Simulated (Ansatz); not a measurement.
`CC[SiH2][SeH]` + `F[SiH3]` → `F[SiH2][SeH]` + `CC[SiH3]`  (formal exchange of groups at the Se–Si bond)

Calculated with Ansatz (gas phase, PBE0-D4/def2-TZVP geometries, no zero-point term in ΔE). CBS: MP2 limit from def2 TZ/QZ plus the TZ coupled-cluster correction, frozen cores. This one scheme is used for every species. Functionals use def2-TZVPP. B3LYP here is the variant with VWN-RPA as its local correlation; programs differ in this. For Se outer-core shells are correlated without core-valence functions, which leaves a few kJ/mol of doubt a bond. Scalar relativity is left out up to krypton. One conformer a species, not always the lowest.

`CC[SiH2][SeH]`:

Z-matrix (Å, degrees):
```
C
C 1 1.524
H 1 1.093 2 111.3
H 1 1.093 2 111.4 3 -120.1
H 1 1.092 2 111.1 3 119.6
Si 2 1.872 1 114.2 3 -60.3
H 2 1.097 1 110.8 3 60.5
H 2 1.096 1 110.7 3 177.8
Se 6 2.286 2 112.7 1 -59.0
H 6 1.487 2 111.0 1 56.4
H 6 1.487 2 110.3 1 177.8
H 9 1.470 6 93.1 2 -66.0
```

`F[SiH3]`:

Z-matrix (Å, degrees):
```
Si
F 1 1.600
H 1 1.482 2 108.3
H 1 1.482 2 108.3 3 -120.0
H 1 1.482 2 108.3 3 120.0
```

`F[SiH2][SeH]`:

```xyz
6

F     0.866   -1.527   -0.422
Si    0.498   -0.118    0.235
Se   -0.913    1.085   -1.054
H    -0.113   -0.407    1.550
H     1.739    0.680    0.337
H    -2.077    0.287   -0.647
```

`CC[SiH3]`:

Cartesian coordinates in Å:
```
C -0.385 1.321 0.353
C 0.248 0.307 -0.595
Si 0.201 -1.452 0.057
H -0.342 2.334 -0.054
H 0.124 1.335 1.321
H -1.436 1.088 0.543
H 1.293 0.568 -0.794
H -0.258 0.323 -1.566
H -1.206 -1.883 0.288
H 0.930 -1.544 1.353
H 0.831 -2.397 -0.906
```

Question: Is it downhill or uphill in electronic energy at CCSD(T)/CBS, and by how much? (Best estimate.)

Answer: Ansatz gave: Nearly level: ΔE = 0.00 eV.

Question: What do these levels give: r2SCAN-D4, B3LYP-D4, r2SCAN, HF/def2-QZVPP, MP2/CBS(def2), CCSD/CBS(def2)? (Estimate.)

Answer: Ansatz gave: r2SCAN-D4 -0.04, B3LYP-D4 -0.01, r2SCAN -0.05, HF/def2-QZVPP -0.01, MP2/CBS(def2) 0.03, CCSD/CBS(def2) 0.00 eV.

Largest T1 diagnostic among the species: 0.011.

The D4 term adds +0.04 eV with B3LYP and +0.02 eV with PBE0; it sums over pairs of atoms, weighted by their polarisabilities, and B3LYP, whose exchange is more repulsive, gets the larger term.
